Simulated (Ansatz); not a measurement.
Geometry optimisation, RKS revPBE/STO-3G (Ansatz).

The input (input.yaml):

```yaml
crystal:
  periodic: [false, false, false]
  atoms:
    - { symbol: Si, position_ang: [0.0, 0.0, 0.0] }
    - { symbol: O, position_ang: [0.0, 0.0, 1.68] }
    - { symbol: C, position_ang: [-1.1112, -0.3437, 2.4945] }
    - { symbol: H, position_ang: [-1.814, -0.9775, 1.9143] }
    - { symbol: H, position_ang: [-0.7584, -0.9037, 3.3856] }
    - { symbol: H, position_ang: [-1.6313, 0.5809, 2.8212] }
    - { symbol: O, position_ang: [1.5842, 0.0, -0.5594] }
    - { symbol: C, position_ang: [2.3503, -1.1632, -0.836] }
    - { symbol: H, position_ang: [1.7187, -1.9052, -1.3675] }
    - { symbol: H, position_ang: [3.2179, -0.8926, -1.4733] }
    - { symbol: H, position_ang: [2.7141, -1.6023, 0.1163] }
    - { symbol: F, position_ang: [-0.7489, 1.2974, -0.5295] }
    - { symbol: F, position_ang: [-0.7489, -1.2974, -0.5295] }
basis:
  gaussian: { orbitals: STO-3G }
hamiltonian:
  xc: revpbe
relax:
  f_tol: 0.02
  max_steps: 40
```

Run as:

```bash
$ ansatz run input.yaml --threads 1 --pin off --max-ram 2048MiB --backend cpu --events-out ev --progress --plain --runs-dir out
```

**Question.** Where does it end, and by what steps?

**Answer.** It converged. Limits of this set-up: minimal basis. After 9 steps the energy has fallen by 0.698 eV; H6 moved furthest, 0.43 Å.

```json
{"step": "0", "energy less start (eV)": "0.0000", "largest force component (eV/Å)": "2.829", "accepted": "yes"}
{"step": "1", "energy less start (eV)": "-0.4307", "largest force component (eV/Å)": "1.041", "accepted": "yes"}
{"step": "2", "energy less start (eV)": "-0.6124", "largest force component (eV/Å)": "0.551", "accepted": "yes"}
{"step": "3", "energy less start (eV)": "-0.6550", "largest force component (eV/Å)": "0.214", "accepted": "yes"}
{"step": "4", "energy less start (eV)": "-0.6725", "largest force component (eV/Å)": "0.164", "accepted": "yes"}
{"step": "5", "energy less start (eV)": "-0.6887", "largest force component (eV/Å)": "0.227", "accepted": "yes"}
{"step": "6", "energy less start (eV)": "-0.6949", "largest force component (eV/Å)": "0.127", "accepted": "yes"}
{"step": "7", "energy less start (eV)": "-0.6977", "largest force component (eV/Å)": "0.072", "accepted": "yes"}
{"step": "8", "energy less start (eV)": "-0.6981", "largest force component (eV/Å)": "0.022", "accepted": "yes"}
{"step": "9", "energy less start (eV)": "-0.6982", "largest force component (eV/Å)": "0.008", "accepted": "yes"}
```

```xyz
13
Properties=species:S:1:pos:R:3
Si -0.029 0.040 -0.050
O 0.298 -0.288 1.632
C -0.965 -0.451 2.379
H -1.616 -1.282 1.997
H -0.692 -0.699 3.433
H -1.596 0.478 2.410
O 1.491 0.131 -0.883
C 2.241 -1.132 -0.729
H 1.725 -2.021 -1.182
H 3.211 -1.001 -1.267
H 2.480 -1.389 0.337
F -0.735 1.512 -0.278
F -1.041 -1.105 -0.682
```

Whether the end is a true minimum wasn't checked by a vibrational analysis.

Time of the run: 15 s on 1 thread of AMD EPYC 9R45 96-Core Processor (Zen 5), with other jobs on the host, peak memory 0.17 GiB.
